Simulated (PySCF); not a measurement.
Atom-mapped SMILES (the numbers label the heavy atoms): `[NH2:1][C:2](=[O:3])[C:4](=[O:5])[CH2:6][O:7][SiH3:8]` (H(Xn): hydrogen on atom n). Ha(N1) is cis to the C=O or C=S heteroatom; Hb(N1) is trans to the C=O or C=S heteroatom.

Theoretical values (PySCF 2.14): geometry from GFN2-xTB, NMR shieldings at PBE0/pcSseg-1/GIAO. No relativistic terms, fast rotation and ring inversion assumed for equivalent nuclei, gas phase, one computed conformer.

Scale: TMS for 13C (σ = 186.93 ppm), 1H (σ = 31.72 ppm), 29Si (σ = 349.16 ppm); NH3 for 15N (σ = 267.73 ppm); 17O (σ = 336.08 ppm) against H2O (reference shieldings calculated alike).

```
 atoms  nucleus  count  Hirshfeld charge  δ (ppm)
H(Si8)       1H      3             -0.08        ?
    C4      13C      1              0.16    202.9
Ha(N1)       1H      1              0.15     4.50
 H(C6)       1H      2              0.05        ?
    O5      17O      1             -0.20    640.3
Hb(N1)       1H      1              0.13     6.82
    N1      15N      1             -0.16    108.7
   Si8     29Si      1              0.39    -34.6
    C6      13C      1              0.00     72.5
    O7      17O      1             -0.22     -1.3
    C2      13C      1              0.16        ?
    O3      17O      1             -0.28        ?
```

Estimate the values marked ?.

Answers


- C2: 161.5 ppm, amide carbonyl carbon; lone-pair donation from the attached heteroatom keeps it upfield of a ketone carbonyl
- H(C6): 5.23 ppm, hydrogen on an sp3 CH2 bonded to O, α to a carbonyl; its carbon carries O, an electronegative neighbour
- H(Si8): 4.97 ppm, hydrogen on a silicon bonded to O
- O3: 370.1 ppm, amide-type carbonyl oxygen

OH and NH positions are those of a molecule without intermolecular hydrogen bonds; in solution they move with solvent, concentration and temperature, and exchange usually removes their couplings. Rotation about the amide-type C–N bond is slow at room temperature, so the two groups on nitrogen are listed apart. Shifts are as computed. Against solution values, carbons near 30 ppm lie about +3 ppm off and those near 130 ppm about +5 ppm. Of 1309 compounds with measured shifts, 239 miss one by over three times the rms of a fit or turn the order of signals round; such compounds aren't used in these exercises. Hydrogen bonding in solution shields acid and N–H amide carbonyl oxygens by tens of ppm. Hydrogen bonding in solution deshields acid and N–H amide carbonyl carbons by as much as 10 ppm beyond these values. Unscaled 17O shifts of doubly bonded oxygen tend to come out too high, by tens of ppm or more. Experimental scales use liquid or dissolved standards, which lie at an offset from isolated NH3 (liquid NH3: subtract about 20 ppm) and H2O (liquid H2O: subtract about 36 ppm).
